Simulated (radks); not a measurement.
Values are calculated unless marked as measured or tabulated.
Task: The mean radii <r> (bohr) of the occupied orbitals of an atom or ion are listed with their occupations. Code: a radial shooting solver on a logarithmic mesh with Libxc functionals. Model: scalar-relativistic Kohn-Sham, PBE, spin-polarised, spherical densities, point nucleus.

| orbital | occ. | <r> |
|---|---|---|
| 1s up | 1 | 0.1765 |
| 1s down | 1 | 0.1759 |
| 2s up | 1 | 0.9091 |
| 2s down | 1 | 0.9366 |
| 2p up | 3 | 0.8811 |

Name the element and its charge. Open shells, if any, are filled with parallel spins first.

Result: Z = 9, fluorine, charge +2: F2+ in [He] 2s2 2p3. The 1s radius gives Z: for a bare nucleus <r> = (2 gamma + 1)/(2Z) with gamma = sqrt(1 - (Z/c)^2), 0.1664 bohr for Z = 9, and screening makes it slightly larger (0.1765 here). The occupations add up to 7, and the charge is Z minus that.
